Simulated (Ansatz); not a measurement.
```yaml
crystal:
  periodic: [false, false, false]
  atoms:
    - {symbol: Cl, position_ang: [-0.155366, 1.563297, 0.076609]}
    - {symbol: B, position_ang: [-0.479864, -0.085285, -0.269423]}
    - {symbol: Br, position_ang: [0.624329, -1.542812, 0.179614]}
basis:
  gaussian: {orbitals: cc-pVDZ}
magnetization: {spin_polarized: true, initial_magnetization: 1}
hamiltonian: {xc: {name: BHLYP}}
output: {forces: true}
```

```sh
$ ansatz run in.yaml --threads 2 --pin off --events-out ev --progress --plain --max-ram 22528MiB --backend cpu
```

It prints (some lines left out):

```
Functional definition: BHLYP
642 factors; integrals over basis functions are off by at most 1.1e-3 eV
mean field evaluation 1: about -83243.4751 eV, gradient 5.9e0 eV
mean field evaluation 2: about -83243.8106 eV, gradient 3.5e0 eV
mean field evaluation 4: about -83243.9141 eV, gradient 4.6e-1 eV
mean field evaluation 8: about -83244.0116 eV, gradient 1.8e-2 eV
mean field evaluation 16: about -83244.0116 eV, gradient 6.0e-5 eV
mean field -83244.01159155 eV, -3059.1610011717 hartree, gradient 6.0e-5 eV, S^2 0.753033; 0 other end points of the search recorded, 0 dependent functions left out
reference -83244.01171998 eV, -3059.1610058917 hartree; 29, 28 occupied and 30, 31 virtual orbitals, 642 factors
Total energy: -83244.01171998 eV, -3059.1610058917 hartree
Atom 0 at    -0.155366     1.563297     0.076609 Å, force     0.076659     0.402215     0.083061 eV/Å
Atom 1 at    -0.479864    -0.085285    -0.269423 Å, force    -0.200524    -0.234964    -0.133046 eV/Å
Atom 2 at     0.624329    -1.542812     0.179614 Å, force     0.123865    -0.167252     0.049985 eV/Å
Dipole moment:     0.048120     0.020606     0.028239 e Å
```

Hardware: 2 threads of an AMD EPYC 7R13 on a shared host. Wall time 1.9 s, peak host memory 0.26 GiB.
